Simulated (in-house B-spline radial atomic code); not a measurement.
Te⁶⁺. Computed with a B-spline radial atomic code. Model: all-electron spherical atom, spin shells full or empty, radial basis limit, no spin-orbit coupling, Breit or QED, empty-state partial waves extrapolated as (l+1/2)^-4, RPA, G0W0 and static COHSEX of the highest shell as one setting changes (uncorrelated shells keep exact exchange).

Given: element Te; charge 6; filled core Kr; hamiltonian one-electron scalar X2C; mean-field start PBE0; highest l of empty states 9; nuclear rms radius 4.7423 fm; highest mean-field shell 4d.

Shell: 4d 5 5 (electrons up and down).

```json
{"lowest nl shells left uncorrelated": "0", "RPA correlation energy (hartree)": "-3.6186", "G0W0 level (eV)": "-125.03", "G0W0 minus most complete (meV)": "0", "COHSEX level (eV)": "-128.81", "linearised minus solved G0W0 (meV)": "-9.7"}
{"lowest nl shells left uncorrelated": "1", "RPA correlation energy (hartree)": "?", "G0W0 level (eV)": "?", "G0W0 minus most complete (meV)": "?", "COHSEX level (eV)": "?", "linearised minus solved G0W0 (meV)": "?"}
{"lowest nl shells left uncorrelated": "2", "RPA correlation energy (hartree)": "-3.247", "G0W0 level (eV)": "-125.03", "G0W0 minus most complete (meV)": "4.7", "COHSEX level (eV)": "-128.81", "linearised minus solved G0W0 (meV)": "-9.7"}
{"lowest nl shells left uncorrelated": "3", "RPA correlation energy (hartree)": "-2.6909", "G0W0 level (eV)": "-125.02", "G0W0 minus most complete (meV)": "14.8", "COHSEX level (eV)": "-128.82", "linearised minus solved G0W0 (meV)": "-9.7"}
{"lowest nl shells left uncorrelated": "4", "RPA correlation energy (hartree)": "-2.5103", "G0W0 level (eV)": "-125.01", "G0W0 minus most complete (meV)": "24.5", "COHSEX level (eV)": "-128.8", "linearised minus solved G0W0 (meV)": "-9.7"}
{"lowest nl shells left uncorrelated": "5", "RPA correlation energy (hartree)": "-1.9784", "G0W0 level (eV)": "-124.97", "G0W0 minus most complete (meV)": "56.6", "COHSEX level (eV)": "-128.75", "linearised minus solved G0W0 (meV)": "-9.6"}
{"lowest nl shells left uncorrelated": "6", "RPA correlation energy (hartree)": "-1.1396", "G0W0 level (eV)": "-124.86", "G0W0 minus most complete (meV)": "166.2", "COHSEX level (eV)": "-128.48", "linearised minus solved G0W0 (meV)": "-9.4"}
{"lowest nl shells left uncorrelated": "7", "RPA correlation energy (hartree)": "?", "G0W0 level (eV)": "?", "G0W0 minus most complete (meV)": "?", "COHSEX level (eV)": "?", "linearised minus solved G0W0 (meV)": "?"}
{"lowest nl shells left uncorrelated": "8", "RPA correlation energy (hartree)": "-0.54771", "G0W0 level (eV)": "-125.68", "G0W0 minus most complete (meV)": "-652.8", "COHSEX level (eV)": "-129.07", "linearised minus solved G0W0 (meV)": "-10.3"}
```

Question: What follows for lowest nl shells left uncorrelated = 7?

Answer: RPA correlation energy -0.97997 hartree; G0W0 level -124.92 eV; G0W0 minus most complete 112.4 meV; COHSEX level -128.46 eV; linearised minus solved G0W0 -9.6 meV.

Question: What follows for lowest nl shells left uncorrelated = 1?

Answer: RPA correlation energy -3.4414 hartree; G0W0 level -125.03 eV; G0W0 minus most complete 0.2 meV; COHSEX level -128.81 eV; linearised minus solved G0W0 -9.7 meV.
